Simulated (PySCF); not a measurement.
Atom-mapped SMILES (the numbers label the heavy atoms): `[N:1]#[C:2][CH2:3][C:4]1=[CH:5][SiH2:6][C@H:7]2[CH2:8][C@@H:9]1[CH2:10]2`. Hydrogens are named by the atom that carries them. Ha(C8), Ha(C10) are cis to C4 on the ring; Hb(C8), Hb(C10) are trans to C4 on the ring.

All values are calculated (PySCF): shielding tensors at PBE0/pcSseg-1 (GIAO), geometry from GFN2-xTB. One conformer, one averaged value for each set of equivalent atoms, isolated molecule, non-relativistic.

Chemical shifts δ = σref − σ; 13C, 1H, 29Si vs TMS; 15N vs NH3, all at this level.

| atoms | nucleus | count | δ (ppm) |
| --- | --- | --- | --- |
| H(C7) | 1H | 1 | 1.86 |
| C3 | 13C | 1 | 31.7 |
| Hb(C8)/Hb(C10) | 1H | 2 | ? |
| Ha(C8)/Ha(C10) | 1H | 2 | 1.80 |
| C9 | 13C | 1 | 39.7 |
| C7 | 13C | 1 | 16.2 |
| C4 | 13C | 1 | 172.9 |
| H(Si6) | 1H | 2 | 4.58 |
| Si6 | 29Si | 1 | -45.4 |
| H(C3) | 1H | 2 | ? |
| C2 | 13C | 1 | ? |
| H(C9) | 1H | 1 | 2.64 |
| C5 | 13C | 1 | ? |
| C8/C10 | 13C | 2 | 36.7 |
| H(C5) | 1H | 1 | 5.76 |
| N1 | 15N | 1 | ? |

Estimate the values marked ?.

## Answers


- C2: 121.5 ppm, nitrile carbon; typical of a nitrile
- C5: 121.2 ppm, alkene CH; the olefinic region
- H(C3): 3.03 ppm, hydrogen on an allylic sp3 CH2; allylic position
- Hb(C8)/Hb(C10): 2.78 ppm, hydrogen on an sp3 CH2 in a ring
- N1: 300.7 ppm, nitrile nitrogen

Shifts are as computed. Against solution values, carbons near 30 ppm lie about +3 ppm off and those near 130 ppm about +5 ppm. Of 1211 compounds with measured shifts, 218 miss one by over three times the rms of a fit or turn the order of signals round; such compounds aren't used in these exercises. Experimental scales use liquid or dissolved standards, which lie at an offset from isolated NH3 (liquid NH3: subtract about 20 ppm). Unscaled 15N shifts of sp2 nitrogen come out 20 to 40 ppm too high even then.
